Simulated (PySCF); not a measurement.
Run record for `C#CCn1cccn1`: PBE0/pcseg-1, IEF-PCM acetonitrile, full TDDFT, 6 singlets.

Method: TDDFT PBE0/pcseg-1, vertical, IEF-PCM acetonitrile (non-equilibrium linear response), core orbitals frozen in the response (PySCF 2.14.0, density-fitted response routines). Geometry: GFN2-xTB. The command runs a driver script over a list of jobs; the input below is this job's line of settings and its coordinates in Å.

Command:
```bash
OMP_NUM_THREADS=1 python probes_run.py task.json out
```

Input:
```
{"job": {"kind": "uv", "xc": "PBE0", "basis": "pcseg-1", "solvent": "acetonitrile", "nstates": 6, "ntriplets": 5, "tda": false}, "charge": 0, "multiplicity": 1}
C     -2.974798     0.738343     0.125123
C     -2.123113    -0.091127    -0.007234
C     -1.052412    -1.062264    -0.144091
N      0.239733    -0.423800    -0.132086
C      0.743956     0.393946     0.812931
C      2.003725     0.751848     0.393796
C      2.166652     0.089145    -0.829873
N      1.092068    -0.613337    -1.131712
H     -3.736361     1.451910     0.231349
H     -1.138672    -1.585747    -1.101114
H     -1.118801    -1.794571     0.672181
H      0.182834     0.657863     1.686685
H      2.702778     1.392259     0.890757
H      3.011734     0.095059    -1.488878
```

Output:
```
coarse grid: 12360 points
cycle   1  E = -341.0892700157  dE =  1.593e+00  |g| = 4.636e-01  |ddm| = 4.261e+00
cycle   2  E = -341.0376062070  dE =  5.166e-02  |g| = 6.783e-01  |ddm| = 1.081e+00
cycle   3  E = -341.1395981872  dE = -1.020e-01  |g| = 1.100e-01  |ddm| = 6.464e-01
cycle   4  E = -341.1421423258  dE = -2.544e-03  |g| = 4.388e-02  |ddm| = 1.326e-01
cycle   5  E = -341.1425487723  dE = -4.064e-04  |g| = 1.782e-02  |ddm| = 4.355e-02
cycle   6  E = -341.1426202772  dE = -7.150e-05  |g| = 3.961e-03  |ddm| = 1.669e-02
cycle   7  E = -341.1426238260  dE = -3.549e-06  |g| = 1.125e-03  |ddm| = 4.040e-03
final grid: 121464 points
cycle   8  E = -341.1885756193  dE = -3.186e-05  |g| = 6.223e-03  |ddm| = 3.892e-02
cycle   9  E = -341.1885735847  dE =  2.035e-06  |g| = 7.192e-03  |ddm| = 1.435e-02
cycle  10  E = -341.1885854109  dE = -1.183e-05  |g| = 1.616e-03  |ddm| = 7.477e-03
cycle  11  E = -341.1885860190  dE = -6.081e-07  |g| = 2.233e-04  |ddm| = 1.522e-03
cycle  12  E = -341.1885860278  dE = -8.817e-09  |g| = 1.093e-04  |ddm| = 2.625e-04
cycle  13  E = -341.1885860304  dE = -2.546e-09  |g| = 3.843e-05  |ddm| = 1.081e-04
cycle  14  E = -341.1885860307  dE = -3.355e-10  |g| = 1.257e-05  |ddm| = 3.907e-05
converged SCF energy = -341.1885860307

Static polarisability (au): isotropic 87.511, principal 58.960 86.946 116.627

Singlet excitations
state   eV       nm        f      main configurations
  1   6.5589    189.0   0.10369   H-1->L 0.51, H-2->L+1 0.13, H->L 0.11
  2   6.6868    185.4   0.07120   H->L 0.30, H-2->L+1 0.28, H-2->L 0.19
  3   6.8642    180.6   0.04039   H->L 0.43, H-1->L 0.22, H-2->L+1 0.13
  4   7.0846    175.0   0.00849   H-4->L 0.69
  5   7.1485    173.4   0.01189   H-1->L+1 0.35, H-2->L+2 0.16, H-3->L+1 0.11
  6   7.1800    172.7   0.01059   H-1->L+2 0.32, H-3->L+2 0.31, H-3->L 0.11

Triplet excitations (Tamm-Dancoff, eV): 4.8052 5.2998 5.4979 5.9831 6.0773
```

The SCF starts on a coarse grid where the log names one; the energy can jump when the final grid takes over, and dE then counts from the start density on the new grid. H and L stand for HOMO and LUMO; the number after each pair is its weight.

**Question.** Give S1 in cm⁻¹ and kJ/mol.

**Answer.** 6.5589 eV × 8065.54 = 52901 cm⁻¹; × 96.485 = 632.8 kJ/mol.

**Question.** How does the lowest singlet excitation compare with the HOMO–LUMO gap?

**Answer.** HOMO -7.43 eV and LUMO 0.18 eV give a gap of 7.61 eV; S1 at 6.56 eV lies 1.05 eV below it.

In short: SCF converged in 14 cycles with 142 basis and 762 fitting functions; HOMO -7.43 eV, LUMO 0.18 eV; lowest singlet 6.56 eV; lowest triplet 4.81 eV (Tamm–Dancoff); mean polarisability 87.5 au.

The structure is a single GFN2-xTB conformer; no vibrational corrections.

**Question.** How long does this job take on one thread, Arm Neoverse N1 (aarch64), shared host with 64 logical CPUs at a one-minute load of 55? And the peak memory of the process?

**Answer.** About 33 s, with 0.78 GiB resident at the peak, the Python interpreter and its libraries included.

The values belong to the conformer `[CH:1]#[C:2][CH2:3][n:4]1[cH:5][cH:6][cH:7][n:8]1`: C2–C3–N4–C5 55°.
